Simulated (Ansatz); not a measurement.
Start from `N[Si](O)([AlH2])[SiH3]` and change one atom or group to get `C[Si](N)(O)[SiH3]`.

Ansatz, PBE0-D4/def2-TZVP geometries, multiplicity 1. Each molecule was computed in one conformer, which needn't be the lowest.

| property | `N[Si](O)([AlH2])[SiH3]` |
| --- | --- |
| HOMO–LUMO gap (B3LYP/def2-TZVPP) / eV | 4.47 |
| HOMO–LUMO gap (PBE0/def2-TZVPP) / eV | 4.83 |
| LUMO energy (PBE/def2-TZVPP) / eV | -2.70 |
| size of the dipole moment (PBE/def2-TZVPP) / D | 2.48 |
| size of the dipole moment (B3LYP/def2-TZVPP) / D | 2.47 |
| HOMO–LUMO gap (PBE/def2-TZVPP) / eV | 3.02 |

What does the change do to each property? (Best estimate.)

The calculation gave: 
| property | `C[Si](N)(O)[SiH3]` | shift |
| --- | --- | --- |
| HOMO–LUMO gap (B3LYP/def2-TZVPP) / eV | 7.10 | 2.63 |
| HOMO–LUMO gap (PBE0/def2-TZVPP) / eV | 7.55 | 2.72 |
| LUMO energy (PBE/def2-TZVPP) / eV | -0.37 | 2.33 |
| size of the dipole moment (PBE/def2-TZVPP) / D | 2.54 | 0.06 |
| size of the dipole moment (B3LYP/def2-TZVPP) / D | 2.51 | 0.04 |
| HOMO–LUMO gap (PBE/def2-TZVPP) / eV | 5.46 | 2.44 |

With PBE0 the HOMO falls by 0.30 eV and the LUMO rises by 2.43 eV, so the gap widens by about 2.73 eV. PBE moves the HOMO by -0.11 eV and ωB97M-V by -0.50 eV. Dipoles are sizes alone; their direction can turn.

B3LYP here is the variant with VWN-RPA as its local correlation; programs differ in this.
